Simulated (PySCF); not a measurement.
**Simulated characterisation data**

Level of theory: J: B3LYP/pcJ-1 (spin–dipole term left out of most H,H and C,H couplings), GFN2-xTB geometry, PBE0/pcSseg-1 with gauge-including orbitals, in PySCF (averaged over atoms made equivalent by symmetry, fast rotation or ring inversion, isolated molecule, one conformer, no relativistic terms).

Referencing at the same level of theory: TMS for 1H, 13C. Multiplet labels drop J under 1 Hz and among equivalent protons, and merge close values. Unscaled 3J(H,H) run several per cent high. Splittings of carbon signals by F and P are missing where no couplings were computed. Where no couplings were computed, multiplicities follow the n + 1 count of equivalent neighbours, and m marks all less simple cases (inequivalent or close neighbours, rings, F or P nearby). Vicinal couplings that depend on rotamer populations or ring flexing (ring, CH–CH, X–H and H–F types) are those of the one conformer. Shifts are as computed. Against solution values, carbons near 30 ppm lie about +3 ppm off and those near 130 ppm about +5 ppm. Of 1211 compounds with measured shifts, 218 miss one by over three times the rms of a fit or turn the order of signals round; such compounds aren't used in these exercises.

**1.** `C#CC/P=P/CC(F)(F)F`, C$_{5}$H$_{5}$F$_{3}$P$_{2}$. 1H NMR (600 MHz, computed): δ 4.01 (m, 2H), 3.92 (m, 2H), 1.86 (t, 1H). 13C{1H} NMR (computed): δ 133.6 (C), 85.8 (C), 82.1 (CH), 43.8 (CH2), 25.3 (CH2).

**2.** SMILES C=CC1=NN([SiH3])CC1, C$_{5}$H$_{10}$N$_{2}$Si. 1H NMR (600 MHz, computed): δ 7.03 (m, 1H), 5.38 (m, 1H), 5.11 (m, 1H), 4.92 (s, 3H), 3.60 (m, 2H), 2.98 (m, 2H). 13C{1H} NMR (computed): δ 150.2 (C), 139.6 (CH), 117.7 (CH2), 50.5 (CH2), 33.6 (CH2).

**3.** 2-methyl-3-oxopropanenitrile (C[C@H](C#N)C=O, C$_{4}$H$_{5}$NO). 1H NMR (600 MHz, computed): δ 9.52 (d, J = 5.8 Hz, 1H), 3.01 (qd, J = 7.7, 5.8 Hz, 1H), 1.56 (d, J = 7.7 Hz, 3H). 13C{1H} NMR (computed): δ 197.7, 120.6, 38.6, 15.7.
